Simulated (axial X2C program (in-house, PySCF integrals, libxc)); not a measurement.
Potential curves of AsN⁻, without spin–orbit coupling

Computed with an axial X2C code built on PySCF integrals. Spin-free means the one-electron spin-free X2C Hamiltonian. Basis: As dyall-acv3z [10s10p7d5f1g], N dyall-av3z [7s7p3d2f] (cores contracted in-house); Gaussian nuclei, density fitting, unrestricted open shells. Masses: As 74.922 u, N 14.003 u.

State: M_S = 1/2, Λ = 1 (beyond evenly filled blocks: π+α). Energies in kJ/mol from the fragments at the same level (As- + N). Fits are polynomials in 1 − R0/R over 0.85 to 1.23 times the lowest point R0.

```
 R (Å)     BP86     PBE0
1.4512  -347.26  -289.13
1.5179  -428.21  -365.58
1.5679  -464.17  -398.09
1.6180  -484.37  -414.68
1.6680  -492.45  -418.95
1.7264  -490.41  -412.30
1.7848  -479.31  -396.70
1.8598  -455.88  -368.69
1.9516  -418.52  -329.33
2.0850  -357.11  -271.55
```

The state is a single determinant with fixed occupations, the lowest that a limited PBE0 search found. De is counted from the lowest determinant-based energies of the atoms at the same level, without counterpoise correction. The highest occupied level is positive at some bond lengths even in Hartree–Fock (under at least one Hamiltonian), so the basis set holds the extra electron there; where that holds at Re the anion is at best weakly bound and its constants depend on the basis. Without a current term, density functionals place determinants with orbital angular momentum somewhat too high. The determinant is spin-polarised beyond a pure state at some levels (its spin-free form has ⟨S²⟩ too high), which makes Re and μ there less reliable. Spin-free De lacks the spin–orbit lowering of the heavy p-block atom, a tenth of an eV or more for 4p and 5p, up to an eV for 6p and one to two eV for 7p atoms, less what an open-shell molecule gains itself.

Task: Fit the BP86 curve near its minimum: give the equilibrium distance, the harmonic wavenumber and the well depth.

Result: At BP86, spin-free: Re = 1.686 Å, ωe ≈ 890 cm⁻¹, De = 5.11 eV to As- + N; Be follows as 0.503 cm⁻¹.

Task: What are Re, ωe and De at the PBE0 level?

Result: At PBE0, spin-free: Re = 1.663 Å, ωe ≈ 955 cm⁻¹, De = 4.34 eV to As- + N; Be follows as 0.516 cm⁻¹.
